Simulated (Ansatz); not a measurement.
BH$_{7}$O$_{2}$SSi$_{2}$, SMILES `[SiH3]OB(S)O[SiH3]`, relaxed with RKS PBE0-D4/def2-TZVP in the Gaussian-basis code of Ansatz from a GFN2-xTB geometry. The force threshold is 0.005 eV/Å; the program also tests the step.

Total charge 0; spin multiplicity 1.

Start:

```xyz
13

Si   -0.046   -1.405   -1.559
O    -0.221   -1.199    0.038
B    -0.221   -0.390    1.096
S    -0.592   -1.120    2.724
O     0.028    0.912    1.052
Si    0.392    2.246    0.208
H     1.043   -2.375   -1.658
H     0.280   -0.150   -2.239
H    -1.344   -1.929   -1.977
H    -0.771   -2.363    2.298
H     1.752    2.089   -0.313
H     0.271    3.291    1.217
H    -0.571    2.394   -0.885
```

(1) By how much does the energy fall, and how many steps does the optimiser take? (An estimate is asked.)

(2) Which bonds change most? (Best estimate.)

(3) Give the relaxed structure. (An estimate is asked.)

Results:

(1) The calculation gave: 18.16 kJ/mol, in 35 steps, 3 of them rejected.

(2) The calculation gave: B3–O5 from 1.326 to 1.357 Å; O2–B3 from 1.331 to 1.358 Å; Si1–O2 from 1.621 to 1.646 Å; O5–Si6 from 1.620 to 1.643 Å.

(3) The calculation gave: 
```xyz
13

Si   -0.016   -1.267   -1.490
O    -0.316   -1.270    0.129
B    -0.154   -0.473    1.216
S    -0.388   -1.158    2.887
O     0.181    0.840    1.154
Si    0.267    2.106    0.109
H     0.397   -2.638   -1.869
H     1.075   -0.308   -1.810
H    -1.248   -0.885   -2.222
H    -0.665   -2.404    2.475
H     1.670    2.288   -0.332
H    -0.203    3.315    0.825
H    -0.600    1.855   -1.073
```
